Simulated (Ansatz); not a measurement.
In₅P₄H₁₆⁻, a cluster cut from zinc blende InP (hydrogen-capped). Charge -1, multiplicity 1. Geometry PBE-D4/def2-SVP, basis def2-TZVP, Ansatz.

Cartesian coordinates in Å:
```
In -2.3433 0.1878 -2.2331
In -2.2609 1.1903 1.9948
In -0.5320 -2.6877 0.6474
In 2.3543 -0.7105 -2.1120
In 2.4389 0.2883 2.1160
P -2.1642 -0.6820 0.2033
P 0.2218 0.8276 -2.4875
P 0.3077 1.8502 1.8453
P 1.7458 -1.4321 0.3034
H -3.2316 1.6959 -2.3283
H -2.5879 -1.1224 -3.3682
H -3.1541 2.5904 1.4343
H -2.4559 0.5314 3.6051
H -0.7218 -3.8502 -0.6545
H -0.6616 -3.1378 2.3395
H 2.1534 -2.0293 -3.2456
H 3.7405 0.3618 -2.1494
H 2.2938 -0.3825 3.7266
H 3.8149 1.2528 1.6171
H -3.4529 -1.2916 0.3735
H 0.3760 1.4626 -3.7657
H 0.4304 2.0122 -1.7080
H 0.5031 2.9859 2.7018
H 0.4786 2.5633 0.6135
H 2.7070 -2.4743 0.5307
```

| run | HOMO (eV) | LUMO (eV) |
| --- | --- | --- |
| A | -4.03 | 1.86 |
| B | -3.04 | 1.20 |
| C | -3.27 | 1.43 |
| D | -4.18 | 2.04 |
| E | -3.85 | 1.67 |

In the def2 sets In takes a core potential; there is no spin–orbit coupling. B3LYP takes the VWN-RPA correlation. Single mean-field runs in def2-TZVP are fitted with def2-universal-jkfit.

The runs used B3LYP, PBE, PBE0, r2SCAN, r2SCAN0. Estimate which is which.

A PBE0 (25 % exact exchange); B PBE (0 % exact exchange); C r2SCAN (0 % exact exchange); D r2SCAN0 (25 % exact exchange); E B3LYP (20 % exact exchange). Exact exchange lowers occupied and raises empty levels; among semilocal functionals meta-GGAs tend to open the gap a little, and such runs are hard to tell apart. The gap grows from 4.24 eV (PBE) to 6.22 eV (r2SCAN0).
